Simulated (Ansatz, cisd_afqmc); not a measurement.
Species: CClF$_{3}$, charge 0, singlet. CClF3 (chloro(trifluoro)methane, SMILES FC(F)(F)Cl).
B3LYP-D3(BJ)/def2-TZVP minimum from Ansatz (an electronic-structure program):
```
C
F 1 1.3301
F 1 1.3301 2 108.66
F 1 1.3301 2 108.66 3 -118.07
Cl 1 1.7698 2 110.27 3 120.96
```
Charge 0, spin multiplicity 1.

Total energies in cc-pV(T+d)Z, 32 correlated electrons, 9 frozen orbitals. Open shells are spin-unrestricted; no spin-orbit coupling. Correlated methods leave the cores frozen. No relativity. The Monte Carlo rows (phaseless AFQMC, CISD trial, step 0.005/hartree) carry one-sigma bars that omit the constraint's bias. Outlying blocks are dropped, and bars are widened where a walk drifts. Over all cases where full CI ran beside it in this data, AFQMC minus full CI had a median of +0.1 mEh and passed +0.4 mEh in a tenth of the cases.

```csv
method,program,energy (Eh),minus AFQMC/CISD (mEh)
HF,Ansatz,-795.83392,1149.9 ± 0.4
MP2,Ansatz,-796.92915,54.7 ± 0.4
CCSD,Ansatz,-796.94298,40.9 ± 0.4
CCSD(T),Ansatz,-796.98203,1.8 ± 0.4
AFQMC/CISD,cisd_afqmc,-796.9839 ± 0.0004,0.0
```
